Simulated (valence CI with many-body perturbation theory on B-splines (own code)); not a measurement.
**Ba XLIII: calculated level list**

Level of theory: relativistic CI+MBPT: four valence electrons over a frozen Dirac-Fock core [Ne], a basis of 11 s, 11 p, 10 d, 8 f, 5 g, 2 h functions for each j, with the one-electron correlation potential Σ1 (screened to all orders), the two-electron term Σ2, the three-electron term Σ3, Breit, model QED; selected single and double excitations, second order for the rest, scaled by the run's own slope (own B-spline code, finite nucleus).

The last digits are not significant, and no measured levels were compared; by estimate large intervals hold to a few tenths of a per cent, small ones and those within an open d or f shell to about a per cent. Among the levels kept, up to 550 cm⁻¹ of a level comes from second order outside the variational space, and about a tenth of that is noise between levels of different J, which matters for small intervals.

Levels 46 to 90 of 171, with energies above the lowest level, (3s^2 3p1/2^2) J=0. "Leading %" is the weight of the configuration and term that name the level; weights of strongly mixed levels are sums over their largest components and can fall short. In the jj column 3d3/2^4 stands for four electrons in 3d with j = 3/2. Lifetimes count E1, E2, E3, M1 and M2 decay at the calculated energies, and are blank where another channel may lead or the interval is too uncertain; long ones can be off by a factor of two.

```csv
No.,Configuration,Term,J,E (× 10³ cm⁻¹),Leading %,Lifetime,Second component,Leading jj
46,3s3p²3d,¹P,1,3762.2,25,3.46 ps,18 % 3s3p²3d ³D,3s 3p1/2 3p3/2 3d5/2 (50 %)
47,3s3p²3d,³G,3,3767.8,54,3.41 ps,25 % 3s3p²3d ¹F,3s 3p1/2 3p3/2 3d3/2 (96 %)
48,3s3p²3d,³F,3,3818.7,35,7.37 ps,29 % 3s3p²3d ⁵D,3s 3p1/2 3p3/2 3d5/2 (81 %)
49,3s3p²3d,³D,1,3824.9,56,3.21 ps,25 % 3s3p²3d ³P,3s 3p1/2 3p3/2 3d3/2 (56 %)
50,3s3p²3d,¹D,2,3887.2,25,4.29 ps,14 % 3s3p²3d ³D,3s 3p1/2 3p3/2 3d5/2 (68 %)
51,3s3p²3d,¹G,4,3893.6,45,12.3 ps,31 % 3s3p²3d ³F,3s 3p1/2 3p3/2 3d5/2 (77 %)
52,3s3p²3d,³D,3,3897.1,56,3.52 ps,24 % 3s3p²3d ³F,3s 3p1/2 3p3/2 3d5/2 (72 %)
53,3s3p²3d,³D,1,3916.5,42,1.38 ps,22 % 3s3p²3d ³P,3s 3p1/2 3p3/2 3d3/2 (80 %)
54,3s3p²3d,³P,0,3920.0,76,2.28 ps,16 % 3s²3d² ³P,3s 3p1/2 3p3/2 3d3/2 (59 %)
55,3s3p²3d,³F,2,3948.7,31,1.39 ps,10 % 3s3p²3d ¹D,3s 3p1/2 3p3/2 3d3/2 (69 %)
56,3s3p²3d,³D,3,3965.3,34,3.56 ps,24 % 3s3p²3d ³F,3s 3p1/2 3p3/2 3d5/2 (87 %)
57,3s3p²3d,³G,4,3969.4,47,4.74 ps,35 % 3s3p²3d ³F,3s 3p1/2 3p3/2 3d5/2 (88 %)
58,3s3p²3d,³D,1,3986.9,54,5.92 ps,19 % 3s3p²3d ¹P,3s 3p1/2 3p3/2 3d5/2 (87 %)
59,3s3p²3d,³P,1,4057.4,39,3.83 ps,27 % 3s3p²3d ³S,3s 3p1/2 3p3/2 3d5/2 (87 %)
60,3s3p²3d,³F,3,4067.8,35,2.56 ps,31 % 3s3p²3d ¹F,3s 3p1/2 3p3/2 3d5/2 (81 %)
61,3s3p²3d,³D,2,4072.4,31,3.28 ps,13 % 3s3p²3d ³P,3s 3p1/2 3p3/2 3d5/2 (78 %)
62,3s3p²3d,³P,0,4091.5,39,2.24 ps,30 % 3s3p²3d ¹S,3s 3p1/2 3p3/2 3d5/2 (59 %)
63,3s3p²3d,³D,2,4121.3,34,1.71 ps,24 % 3s3p²3d ³P,3s 3p1/2 3p3/2 3d5/2 (81 %)
64,3s²3d²,³F,2,4233.9,55,1.06 ps,12 % 3s²3d² ¹D,3s^2 3d3/2^2 (67 %)
65,3p⁴,¹D,2,4282.3,36,1.82 ps,18 % 3s3p²3d ³D,3p1/2 3p3/2^3 (42 %)
66,3s²3d²,³F,3,4306.9,53,1.91 ps,17 % 3s3p²3d ³D,3s^2 3d3/2 3d5/2 (53 %)
67,3s²3d²,³F,4,4320.0,43,4.61 ps,18 % 3s3p²3d ⁵D,3s^2 3d3/2 3d5/2 (27 %)
68,3p⁴,³P,1,4322.3,63,1.41 ps,23 % 3s3p²3d ¹P,3p1/2 3p3/2^3 (63 %)
69,3s²3d²,³P,1,4337.7,34,1.80 ps,20 % 3s3p²3d ⁵P,3s 3p3/2^2 3d3/2 (51 %)
70,3s²3d²,³P,2,4340.4,24,1.86 ps,18 % 3s3p²3d ³D,3s 3p3/2^2 3d3/2 (39 %)
71,3s²3d²,³P,0,4354.3,60,863 fs,21 % 3s3p²3d ³P,3s^2 3d3/2^2 (57 %)
72,3s²3d²,¹G,4,4416.6,47,5.34 ps,35 % 3s3p²3d ³F,3s 3p3/2^2 3d5/2 (40 %)
73,3s²3d²,³F,3,4484.9,30,1.70 ps,20 % 3s3p²3d ³F,3s 3p3/2^2 3d3/2 (49 %)
74,3s3p²3d,³G,5,4490.5,53,13.1 ps,46 % 3s3p²3d ⁵F,3s 3p3/2^2 3d5/2 (95 %)
75,3s3p²3d,³P,0,4491.4,48,8.20 ps,25 % 3s²3d² ¹S,3s 3p3/2^2 3d5/2 (67 %)
76,3s²3d²,¹D,2,4508.6,35,1.58 ps,13 % 3s²3d² ³F,3s^2 3d3/2 3d5/2 (34 %)
77,3s²3d²,³P,2,4536.6,43,2.65 ps,16 % 3s²3d² ¹D,3s^2 3d5/2^2 (54 %)
78,3s²3d²,³P,1,4541.7,40,1.37 ps,16 % 3s3p²3d ³P,3s 3p3/2^2 3d3/2 (46 %)
79,3s3p²3d,³F,4,4571.5,24,1.70 ps,13 % 3s3p²3d ³G,3s 3p3/2^2 3d3/2 (59 %)
80,3p³3d,³F°,2,4597.3,21,8.71 ps,15 % 3p³3d ³D°,3p1/2^2 3p3/2 3d3/2 (78 %)
81,3s3p²3d,³P,1,4632.5,33,1.53 ps,26 % 3s3p²3d ³D,3s 3p3/2^2 3d3/2 (62 %)
82,3s²3d²,³F,4,4656.4,38,2.44 ps,21 % 3s3p²3d ³F,3s^2 3d5/2^2 (54 %)
83,3p³3d,³P°,0,4657.8,49,6.10 ps,25 % 3p³3d ⁵D°,3p1/2^2 3p3/2 3d3/2 (85 %)
84,3s3p²3d,³D,3,4670.7,33,2.92 ps,29 % 3s3p²3d ¹F,3s 3p3/2^2 3d5/2 (72 %)
85,3p³3d,³F°,3,4671.3,27,4.82 ps,17 % 3p³3d ³G°,3p1/2^2 3p3/2 3d3/2 (80 %)
86,3p³3d,³D°,1,4685.8,29,4.26 ps,27 % 3p³3d ⁵D°,3p1/2^2 3p3/2 3d3/2 (88 %)
87,3s3p²3d,³P,0,4690.0,69,1.13 ps,9 % 3s²3d² ³P,3s 3p3/2^2 3d3/2 (78 %)
88,3s3p²3d,³D,1,4693.2,26,2.18 ps,20 % 3s3p²3d ³S,3s 3p3/2^2 3d5/2 (66 %)
89,3s3p²3d,³D,2,4707.5,49,1.46 ps,13 % 3s3p²3d ³P,3s 3p3/2^2 3d3/2 (75 %)
90,3s3p²3d,³F,3,4727.4,37,1.51 ps,23 % 3s3p²3d ¹F,3s 3p3/2^2 3d3/2 (60 %)
```
